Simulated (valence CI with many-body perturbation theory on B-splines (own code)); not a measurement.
Results of a calculation; reference values are marked as such.
Ladder of approximations for La⁴⁹⁺

Method: relativistic CI+MBPT: six valence electrons over a frozen Dirac-Fock core [He], radial functions for each j: 9 s, 9 p, 8 d, 6 f, 3 g, 1 h, with the one-electron correlation potential Σ1, the two-electron term Σ2, the three-electron term Σ3, Breit, model QED; selected CI, second order for the rest, scaled by the run's own slope (own B-spline code, finite nucleus).

No measured spectrum was set against this ion. As an estimate, large intervals hold to a few tenths of a per cent, small ones and those within an open d or f shell to about a per cent. Among the levels kept, up to 2300 cm⁻¹ of a level comes from second order outside the variational space, and about a tenth of that is noise between levels of different J, which matters for small intervals.

Each rung adds one term. CI alone is the Dirac-Coulomb CI over the frozen core; QED comes last and gives the full result, which names the levels. Energies are above (2s^2 2p1/2^2 2p3/2^2) J=2 on the same rung, in eV.

Levels are named by their leading jj configuration (3d3/2^4 stands for four electrons in 3d with j = 3/2), which in mixed levels can hold well under half, so a name can repeat and another be missing.

```tsv
Level	CI alone	+ Σ1	+ Σ2	+ Σ3	+ Breit	Full
(2s^2 2p1/2^2 2p3/2^2) J=0	37.6	37.6	37.8	37.8	41.3	41.2
(2s^2 2p1/2 2p3/2^3) J=1	429.9	430.0	430.0	430.0	425.6	426.3
(2s^2 2p1/2 2p3/2^3) J=2	450.5	450.6	450.6	450.6	442.7	443.5
(2s 2p1/2^2 2p3/2^3) J=2	713.0	712.8	712.5	712.4	712.3	706.1
(2s 2p1/2^2 2p3/2^3) J=1	769.9	769.7	769.3	769.0	769.9	763.6
(2s^2 2p3/2^4) J=0	893.5	893.7	894.0	893.9	883.5	884.9
(2s 2p1/2 2p3/2^4) J=0	1151.4	1151.4	1151.2	1151.0	1146.3	1140.8
(2s 2p1/2 2p3/2^4) J=1	1185.9	1185.9	1185.6	1185.3	1179.0	1173.4
(2p1/2^2 2p3/2^4) J=0	1514.2	1513.9	1513.2	1512.7	1514.4	1501.9
(2s^2 2p1/2^2 2p3/2 3s) J=2	5008.1	5008.3	5008.5	5008.3	5003.1	5004.5
(2s^2 2p1/2^2 2p3/2 3s) J=1	5014.7	5015.0	5015.1	5014.9	5010.0	5011.4
(2s^2 2p1/2^2 2p3/2 3p1/2) J=1	5089.9	5090.1	5090.2	5090.0	5087.5	5086.9
(2s^2 2p1/2^2 2p3/2 3p1/2) J=2	5092.6	5092.8	5092.9	5092.7	5089.3	5088.7
(2s^2 2p1/2^2 2p3/2 3p3/2) J=3	5214.5	5214.8	5214.9	5214.7	5209.1	5208.7
(2s^2 2p1/2^2 2p3/2 3p3/2) J=1	5214.3	5214.5	5214.6	5214.5	5209.2	5208.8
(2s^2 2p1/2^2 2p3/2 3p3/2) J=2	5234.3	5234.5	5234.6	5234.4	5229.4	5229.0
(2s^2 2p1/2^2 2p3/2 3p3/2) J=0	5251.3	5251.5	5251.7	5251.5	5247.8	5247.4
(2s^2 2p1/2^2 2p3/2 3d3/2) J=2	5302.8	5303.1	5303.2	5303.1	5297.8	5297.2
(2s^2 2p1/2^2 2p3/2 3d3/2) J=3	5309.7	5310.0	5310.1	5309.9	5303.7	5303.1
```

Q: How does the ionisation energy move along the ladder, and which term matters most?

A: CI alone 9192.1, + Σ1 9192.4, + Σ2 9192.7, + Σ3 9192.5, + Breit 9185.2, + QED 9184.6 eV. The largest step is Breit, -7.4 eV. NIST lists 9184 ± 4 eV (theoretical).
